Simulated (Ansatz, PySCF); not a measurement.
Reaction R1 + R2 → P1 + P2, each structure at its B3LYP-D3(BJ)/def2-TZVP stationary point, reached from a drawn start (curvature not checked).
P1: CH2O3 (SMILES O=C(O)O), charge 0, multiplicity 1.
R1: C2H4O3 (SMILES COC(=O)O), charge 0, multiplicity 1.
P2, CH4O (SMILES CO) (charge 0, multiplicity 1):
```xyz
6

C     -0.14211     0.33372     0.00000
O     -0.13223    -1.08693     0.00000
H     -1.18691     0.64107     0.00000
H      0.78112    -1.38933     0.00000
H      0.34006     0.75079     0.89119
H      0.34006     0.75079    -0.89119
```
R2, H2O (SMILES O) (charge 0, multiplicity 1):
```xyz
3

O      0.000     0.000     0.390
H      0.000     0.765    -0.195
H      0.000    -0.765    -0.195
```

P less R. No zero-point or thermal terms. One arrangement of each flexible species, with no search for the lowest.

Run with Ansatz (Gaussian orbitals); PySCF for M06-2X and the D3/D4 terms. No computed number here is a measurement.

Question: One of these levels gives 13.6 kJ/mol for the reaction energy. Name it.
(A) revPBE/def2-TZVPP
(B) M06-2X/def2-TZVPP
(C) PBE-D4/def2-TZVPP

Answer: B, M06-2X/def2-TZVPP. The others give 10.8 (PBE-D4/def2-TZVPP), 5.7 (revPBE/def2-TZVPP)

Ansatz is a first-principles code.
